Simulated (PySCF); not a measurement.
## [Tl(NH3)]3+ at several levels of theory

Computed with PySCF 2.14.0 (density fitting, no spin-orbit coupling) at the geometry relaxed with PBE0:

```xyz
5
[Tl(NH3)]3+ (singlet)
Tl    0.0000    0.0000   -0.2368
N     0.0000    0.0000    2.2383
H     1.0358    0.0000    2.4824
H    -0.5180    0.8970    2.4824
H    -0.5179   -0.8971    2.4824
```

```
level                                              basis    state  HOMO (eV)  gap (eV)  charge on Tl1 (e)  dipole about the centre of mass (D)  largest force component (eV/Å)
 PBE0     Tl def2-SVP with ECP60, N def2-SVP, H def2-SVP  singlet     -31.20      4.77               1.84                                10.76                            0.00
 PBE0  Tl def2-TZVP with ECP60, N def2-TZVP, H def2-TZVP  singlet     -31.14      4.78               1.85                                10.95                            0.29
```

Charges are Mulliken's, which hang on the basis. The relaxation used the grid (50, 194), these runs (75, 302) or, all-electron (x2c bases, spin-free X2C Hamiltonian), (99, 590).

A further run in the first row's basis gives HOMO (eV) -30.34, gap (eV) 3.08, charge on Tl1 (e) 1.83, dipole about the centre of mass (D) 10.98, largest force component (eV/Å) 0.38. Which level was it?
A. r2SCAN
B. TPSS

B. The others give HOMO -30.53 eV (r2SCAN).

In the first row's basis the gap widens with exact exchange: 3.1 to 3.2 eV for TPSS, r2SCAN (none); 4.8 eV for PBE0 (a fixed share).
